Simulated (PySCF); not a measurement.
Molecule: SMILES [S-]CC1CCCC1, [C6H11S]-.

Cartesian coordinates in Å; atom numbers follow the order of the lines, from 1:
```xyz
18

S     1.868    1.632   -1.391
C     2.070    0.419   -0.070
C     0.747   -0.205    0.386
C    -0.274    0.857    0.827
C    -1.632    0.444    0.234
C    -1.420   -0.966   -0.318
C     0.041   -0.949   -0.746
H     2.741   -0.381   -0.417
H     2.553    0.908    0.790
H     0.950   -0.901    1.217
H    -0.314    0.943    1.915
H     0.043    1.815    0.410
H    -1.893    1.114   -0.586
H    -2.437    0.482    0.973
H    -1.568   -1.709    0.472
H    -2.102   -1.201   -1.139
H     0.166   -0.350   -1.652
H     0.452   -1.946   -0.916
```

Total charge -1.

Frames of a GFN2-xTB Langevin trajectory at 300 K; GIAO PBE0/pcSseg-1 shieldings in PySCF 2.14, gas phase, non-relativistic; equivalent atoms averaged within each frame.

References, each an isolated molecule treated in the same way: 33S (503.73 ppm) against CS2; 13C (186.93 ppm), 1H (31.72 ppm) against TMS. The references are static minima.

**Question.** How do the shifts (ppm) fluctuate along the trajectory?

**Answer.** 
```
         time (fs)    S1    C3    C2  C4/C7  C5/C6  H8/H9  H12/H17  H14/H15   H10  H13/H16
optimised geometry  -223  47.9  39.5   29.4   31.7   3.14     4.12     1.22  1.98     1.39
               250  -218  47.9  39.7   32.0   28.4   4.00     2.97     1.72  1.62     1.34
               425  -124  61.5  49.2   32.8   30.7   4.50     2.31     1.61  2.41     2.56
               625  -237  53.5  37.5   31.5   40.4   2.87     4.07     2.69  2.08     2.80
               800  -173  48.7  41.2   32.2   29.8   3.94     5.63     1.39  1.09     1.35
              1000  -132  47.1  38.7   34.6   28.5   3.51     4.75     1.15  2.23     1.20
    mean of frames  -177  51.7  41.3   32.6   31.6   3.77     3.95     1.71  1.89     1.85
standard deviation    51   6.0   4.7    1.2    5.0   0.61     1.33     0.59  0.53     0.77
```

5 frames give an uncertainty of the mean of about the standard deviation over 2.2 at best, since frames this close in time may not be independent; classical motion lacks zero-point vibration, and the reference would need the same averaging.
